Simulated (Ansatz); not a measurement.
Consider the formal exchange of groups at the Al–O bond: `[CH3][Al]([CH3])[O]B(O)O` + `C#C` → `C#[C][Al]([CH3])[CH3]` + `OB(O)O`.

Isolated molecules relaxed with PBE0-D4/def2-TZVP in Ansatz; ΔE leaves out vibrations. CCSD(T)/CBS adds triple-zeta CCSD(T) − MP2 to the extrapolated MP2 energy (def2 sets, frozen cores). This one scheme is used for every species. DFT in def2-TZVPP. B3LYP here is the variant with VWN-RPA as its local correlation; programs differ in this. One conformer a species, not always the lowest.

```tsv
level	ΔE (eV)
B3LYP	0.85
HF/def2-TZVPP	0.88
MP2/def2-TZVPP	0.85
SCS-MP2/def2-TZVPP	0.86
```

(1) What does CCSD(T)/CBS give? (An estimate is asked.)

Largest T1 diagnostic among the species: 0.013.

Results:

(1) The calculation gave: +0.86 eV. The listed levels differ from it by -0.01, 0.02, -0.01, 0.00 eV.

The D4 term adds +0.03 eV with B3LYP and +0.02 eV with PBE0; it sums over pairs of atoms, weighted by their polarisabilities, and B3LYP, whose exchange is more repulsive, gets the larger term.
